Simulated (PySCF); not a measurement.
The same groups moved round the core (propene cyano+boryl). Isolated molecules, 0 K electronic values unless said otherwise. One relaxed conformer stands for each flexible species; it need not be the lowest. Strings in code marks are SMILES.

The HOMO–LUMO gap from two functionals at the same geometries (CAM-B3LYP-D3(BJ)/def2-TZVP), both in PySCF: PBE-D3(BJ)/def2-TZVP and TPSSh-D3(BJ)/def2-TZVP. 

```json
[
 {"species": "`BC(=C)CC#N`", "PBE-D3(BJ)/def2-TZVP (eV)": "4.22"},
 {"species": "`B/C(C#N)=C/C`", "PBE-D3(BJ)/def2-TZVP (eV)": "3.72"},
 {"species": "`B/C(C#N)=C\\C`", "PBE-D3(BJ)/def2-TZVP (eV)": "3.48"},
 {"species": "`B/C(C)=C/C#N`", "PBE-D3(BJ)/def2-TZVP (eV)": "3.48"},
 {"species": "`B/C(C)=C\\C#N`", "PBE-D3(BJ)/def2-TZVP (eV)": "3.39"},
 {"species": "`B/C=C(\\C)C#N`", "PBE-D3(BJ)/def2-TZVP (eV)": "3.58"},
 {"species": "`B/C=C/CC#N`", "PBE-D3(BJ)/def2-TZVP (eV)": "4.33"},
 {"species": "`N#CC/C=C\\B`", "PBE-D3(BJ)/def2-TZVP (eV)": "4.14"},
 {"species": "`BC/C=C/C#N`", "PBE-D3(BJ)/def2-TZVP (eV)": "3.82"},
 {"species": "`BC/C=C\\C#N`", "PBE-D3(BJ)/def2-TZVP (eV)": "3.94"}
]
```

### Question
What does TPSSh-D3(BJ)/def2-TZVP give for each?

### Answer

- `BC(=C)CC#N`: 5.25
- `B/C(C#N)=C/C`: 4.68
- `B/C(C#N)=C\C`: 4.45
- `B/C(C)=C/C#N`: 4.40
- `B/C(C)=C\C#N`: 4.34
- `B/C=C(\C)C#N`: 4.48
- `B/C=C/CC#N`: 5.33
- `N#CC/C=C\B`: 5.13
- `BC/C=C/C#N`: 4.93
- `BC/C=C\C#N`: 5.04
Over these rows, drawn at random from the members with no instability flagged (it was tested for open shells, ions and some series alone), PBE minus TPSSh-D3(BJ): mean -0.99 eV, from -1.10 eV to -0.90 eV.
